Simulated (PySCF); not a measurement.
# Computed properties of BeClBr, SMILES [Cl][Be][Br]

BeClBr, SMILES [Cl][Be][Br]. Coordinates come from a r2SCAN-D4/def2-TZVP optimisation. The values are those of a single conformer. All values are computed for the isolated molecule unless a solvent is named; none is compared with measurement here.

**Structure.** The optimised structure has C∞v symmetry. All 4 harmonic modes at r2SCAN-D4/def2-TZVP (PySCF) are real, so it is a minimum. With heavy atoms numbered as in [Be:1]([Cl:2])[Br:3], the shortest bond between them is Be1–Cl2 at 1.803 Å and the longest Be1–Br3 at 1.956 Å.

**Vibrations.** The strongest infrared lines (harmonic, unscaled, degenerate partners summed) lie at 1075 cm⁻¹ (422 km/mol, Be 91 %), 224 cm⁻¹ (67 km/mol, Be 91 %). The softest mode is at 224 cm⁻¹ and the zero-point energy is 2.6 kcal/mol.

**Electronic structure.** CAM-B3LYP/def2-TZVPD (PySCF) places the frontier levels at -10.37 and -0.07 eV, a gap of 10.30 eV, and gives a dipole moment of 0.10 D and a mean polarisability of 49.1 bohr³.

**Excitations.** TDA-CAM-B3LYP/def2-TZVPD (PySCF) has S1 at 7.20 eV (172 nm, f = 0.072, bright); the most intense of the 10 singlets computed lies at 8.19 eV (f = 0.28). Strengths of degenerate partners are summed. T1 (TDA) is at 6.79 eV, 0.41 eV under S1. No vertical singlet excitation falls in the visible range (under 3.1 eV).
